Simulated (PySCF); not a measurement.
CH₃F₃OSi, SMILES C(F)[Si](F)(F)O.

The structure is a stationary point at PBE-D3(BJ)/def2-SVP. The structure was generated by enumeration, and PubChem lists no compound with its InChIKey, so it may never have been made. The values are those of a single conformer.

These are PySCF with HF/def2-TZVP values and carry that method's errors.

Isolated molecule, no solvent.

```
Quantity                                                                                                        Value
---------------------------------------------------------------------------------------------  ----------------------
total energy                                                                                       -702.11227 hartree
highest occupied level                                                                                      -13.61 eV
lowest empty level                                                                                            3.42 eV
orbital gap                                                                                                  17.03 eV
dipole moment                                                                                                  2.52 D
quadrupole, principal values (traceless, Buckingham form, about the centre of nuclear charge)  -5.22, -0.53, 5.75 D·Å
mean static polarisability                                                                       33.5 bohr³ (4.96 Å³)
polarisability, principal values                                                               31.2, 34.6, 34.7 bohr³
```
